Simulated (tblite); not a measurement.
BI₂, doublet, at a GFN2-xTB geometry; GFN1-xTB in tblite.

tblite was given this input:
```
$ tblite run mol.xyz --method gfn1 --charge 0 --spin 1 --efield 0,0,0.1 --json tblite.json --no-restart

# file mol.xyz
3

I     -1.86137981    -0.09949148     0.05566904
B     -0.02702252     0.88062837     0.01245938
I      1.86392910     0.01641334    -0.05684445
```

What the program printed (banner, timings and long lists left out):

```
xTB calculator
 | screened Coulomb repulsion
 | Coulomb electrostatics
 |  * isotropic Klopman-Ohno-Mataga-Nishimoto electrostatics
 |  * onsite third-order electrostatics
 | DFT-D3(BJ) dispersion correction
 | Interactions (1)
 | [1] electric field

halogen bonding energy    0.0000000000000E+00 Eh
repulsion energy          4.2800383867487E-02 Eh
dispersion energy        -1.2536655895282E-03 Eh
interaction energy        0.0000000000000E+00 Eh
number of electrons       1.7000000000000E+01 e
integral cutoff           2.3808421393427E+01 bohr

------------------------------------------------------------
  cycle        total energy    energy error   density error
------------------------------------------------------------
      1     -9.268245757102  -9.3097925E+00   2.3445893E-01
      2     -9.274647828120  -6.4020710E-03   1.6740519E-01
      3     -9.273433024115   1.2148040E-03   5.7801388E-02
      4     -9.276294394722  -2.8613706E-03   4.6498729E-04
      5     -9.276294722643  -3.2792048E-07   1.5246153E-04
      6     -9.276294727862  -5.2195812E-09   4.2377962E-05
      7     -9.276294730932  -3.0701948E-09   9.4739610E-06
------------------------------------------------------------

electronic energy        -9.3178414492103E+00 Eh
total energy             -9.2762947309324E+00 Eh

Post processing:
 | Mayer-Wiberg bond orders

[Info] JSON dump of results written to 'tblite.json'
```
